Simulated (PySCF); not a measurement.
# State search for CaAs

Unrestricted PBE0; basis Ca x2c-SVPall, As x2c-SVPall; spin-free X2C with a Gaussian nucleus; PySCF 2.14. Outer shells of the fragments: Ca 4s2; As 3d10 4s2 4p3.

Followed along the bond (rough minima from three points):

```json
{"2Ms+1": "4", "unpaired": "σ ↑, π ↑↑", "⟨S²⟩ at the start": "3.75", "R at minimum (Å)": "2.87", "Te (eV)": "0.00"}
{"2Ms+1": "2", "unpaired": "σ ↓, π ↑↑", "⟨S²⟩ at the start": "1.76", "R at minimum (Å)": "2.85", "Te (eV)": "0.09"}
{"2Ms+1": "2", "unpaired": "π ↑", "⟨S²⟩ at the start": "1.08", "R at minimum (Å)": "2.61", "Te (eV)": "0.12"}
{"2Ms+1": "2", "unpaired": "σ ↑, π ↑↓", "⟨S²⟩ at the start": "1.76", "R at minimum (Å)": "2.85", "Te (eV)": "0.38"}
{"2Ms+1": "4", "unpaired": "σ ↑↑, π ↑", "⟨S²⟩ at the start": "3.75", "R at minimum (Å)": "2.68", "Te (eV)": "0.79"}
```

Solutions found at the starting distance of 2.765 Å, counted from the lowest of them; the search is not exhaustive and high or unbound solutions are not listed, so other states can lie among these:

```csv
2Ms+1,unpaired,term,E (eV),⟨S²⟩,⟨Lz²⟩,μ (D)
4,"σ ↑, π ↑↑",⁴Σ⁻,0.00,3.75,0.00,-3.57
2,"σ ↓, π ↑↑",mixed,0.08,1.76,0.00,-3.81
2,π ↑,mixed,0.18,1.08,1.01,-6.80
2,"σ ↑, π ↑↓",mixed,0.37,1.76,2.01,-3.65
4,"σ ↑↑, π ↑",⁴Π,0.78,3.75,1.01,-3.94
2,σ ↑,mixed,1.34,0.75,2.01,-3.42
```

A term symbol is given only where ⟨S²⟩ and ⟨Lz²⟩ are close to those of a pure state; real π, δ and φ orbitals otherwise mix terms. A positive dipole means Ca(−)As(+).

Spin–orbit coupling is left out.
